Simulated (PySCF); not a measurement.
Vertical excitation energies

Species: CF3C(O)NH2, C2H2F3NO.
Numbering: `[NH2:1][C:2](=[O:3])[C:4]([F:5])([F:6])[F:7]` (hydrogens: H8, H9 on N1)

The calculation used PySCF, TDDFT CAM-B3LYP/def2-SVPD, vertical, gas phase, core orbitals frozen in the response. Isolated species at its PBE0-D3(BJ)/def2-SVP geometry (one conformer only). Torsions of this conformer, `[NH2:1][C:2](=[O:3])[C:4]([F:5])([F:6])[F:7]`: N1–C2–C4–F5 -133°, H–N1–C2–O3 -1°, H–N1–C2–O3 -177°.

| state | E (eV) | ν̃ (cm⁻¹) | f | main configurations (H = HOMO, L = LUMO) |
| --- | --- | --- | --- | --- |
| S1 | 5.54 | 44690 | 0.0003 | H→L (98%) |
| S2 | 7.46 | 60170 | 0.147 | H-1→L (84%), H→L+1 (11%) |
| S3 | 7.84 | 63270 | 0.012 | H-1→L+1 (92%) |
| S4 | 8.17 | 65870 | 0.116 | H→L+1 (77%), H-1→L (10%), H→L+3 (8%) |
| S5 | 9.05 | 72980 | 0.0004 | H-1→L+2 (49%), H-1→L+3 (24%), H-1→L+5 (18%) |
| S6 | 9.18 | 74040 | 0.027 | H→L+2 (72%), H→L+3 (12%), H→L+5 (11%) |
| S7 | 9.32 | 75170 | 0.070 | H→L+3 (70%), H→L+2 (16%), H→L+1 (8%) |
| S8 | 9.47 | 76390 | 0.0072 | H-1→L+3 (65%), H-1→L+2 (18%) |
| S9 | 9.63 | 77660 | 0.0002 | H-2→L (85%) |
| S10 | 9.87 | 79610 | 0.0014 | H→L+4 (86%), H→L+8 (8%) |

Triplets, Tamm–Dancoff:

```
state  E (eV)  λ (nm)  main configurations (H = HOMO, L = LUMO)
   T1    5.03   246.3                                 H→L (97%)
   T2    5.24   236.8                               H-1→L (95%)
   T3    7.52   164.9                             H-1→L+1 (88%)
   T4    7.89   157.2                               H→L+1 (87%)
```

The lowest singlet lies at 5.54 eV (224 nm, ultraviolet) and is dark (f under 0.0005); its leading configuration is HOMO→LUMO (98%). The strongest level in the table is S2 at 7.46 eV (166 nm, f = 0.147). S1 has the pattern of n→π* at C=O. The listed states span 4.33 eV, and the widest gap between neighbours is 1.92 eV (S1 to S2). Weighted by f, the mean energy of these states is 8.20 eV. Of the 10 states listed, 5 reach f = 0.01 and 3 stay under 0.0005. The vertical ionisation energy (ΔSCF) is 11.06 eV, 1.19 eV above S10. The window holds the lowest 10 singlets.
